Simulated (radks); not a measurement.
Problem. Excited configurations of the cobalt ion Co20+: one electron is placed in a higher orbital outside [He] 2s2 2p2. The ground configuration is [He] 2s2 2p3. Calculated with a radial shooting solver on a logarithmic mesh with Libxc functionals: scalar-relativistic Kohn-Sham, PBEsol, spin-unpolarised, spherical densities, finite nucleus; Fermi nuclear charge, rms radius 3.7875 fm. Excitation = E - E(ground); binding = E(ion) - E, where the ion is the core of charge +21; n* = 21/sqrt(2 binding) in atomic units. These energies are relativistic, and a one-electron ion of charge +21 with no core already has n* below n in this formula (scalar-relativistic equation, point nucleus: 3s 2.991, 3d 2.998, 5s 4.990, 5p 4.994, 6d 5.997). The quantum defect is therefore taken as that value minus n*, so that it holds no relativistic shift of the bare ion.

outer orbital  excitation (eV)  binding (eV)     n*  quantum defect  eigenvalue (eV)  <r> (bohr)
3s                      972.32        750.92  2.827           0.164          -732.90      0.5724
3d                      1037.1        686.13  2.957           0.041          -663.04      0.4786
5s                      1464.9        258.36  4.819           0.171          -252.88       1.661
5p                      1471.0        252.23  4.877           0.117          -246.73       1.654

Estimate the row for 6d.

Solution. excitation (eV) 1552.8; binding (eV) 170.41; n* 5.934; quantum defect 0.063; eigenvalue (eV) -166.61; <r> (bohr) 2.375. The Delta-SCF ionisation energy is 1723.2 eV (NIST Atomic Spectra Database: 1724 eV, semi-empirical). Self-interaction in the functional shifts the binding energies and quantum defects, so they are the method's values and not measured ones. Spin polarisation and multiplet splitting are left out, so open shells lie too high by an amount that depends on their filling.

Beside tabulated values, note that spin-unpolarised runs miss the spin-polarisation part of the exchange energy of open shells.
